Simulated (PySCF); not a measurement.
Predicted microwave data (PySCF 2.14.0, PBE0-D3(BJ)/def2-SVP geometry optimisation, gas phase) for one isomer of C3H10Si:

- Rotational constants: A = 7382, B = 4115, C = 2971 MHz
- Dipole components: |μa| = 0.83 D, |μb| = 0.00 D, |μc| = 0.24 D
- Inertial defect: -21.16 u·Å²
- κ: -0.48

Problem. Which candidate fits, each taken in the one conformer that was computed?
A. `[CH3:1][CH2:2][SiH2:3][CH3:4]` with C1–C2–Si3–C4 -177°
B. `CC(C)[SiH3]`
C. SiHMe3, `[H][Si](C)(C)C`
D. SiH2MeEt (`[H][Si]([H])(C)CC`)
E. `[CH3:1][CH2:2][CH2:3][SiH3:4]` with C1–C2–C3–Si4 -179°

Solution. B. It is CC(C)[SiH3], an asymmetric top, point group Cs. The candidates at the same level (rigid rotor, commonest isotopes):

```tsv
SMILES	A (MHz)	B (MHz)	C (MHz)	μa (D)	μb (D)	μc (D)	Δ (u·Å²)	point group	rotor
CCC[SiH3]	20174	2235	2143	0.83	0.26	0.00	-15.34	Cs	near-prolate asymmetric top
CC[SiH2]C	14987	2672	2436	0.06	0.83	0.00	-15.41	near Cs	near-prolate asymmetric top
[H][Si](C)(C)C	5280	5272	3122	0.00	0.00	0.61	-29.68	–	–
CC(C)[SiH3]	7382	4115	2971	0.83	0.00	0.24	-21.16	Cs	asymmetric top
[H][Si]([H])(C)CC	14966	2674	2437	0.06	0.83	0.00	-15.37	–	near-prolate asymmetric top
```

`[H][Si](C)(C)C` has A 28 % too low; `CCC[SiH3]` has A 173 % too high; `CC[SiH2]C` has A 103 % too high; `[H][Si]([H])(C)CC` has A 103 % too high. In the right answer the mirror of this Cs structure is the ac plane, so μb vanishes by symmetry. No structure here is proved a minimum.
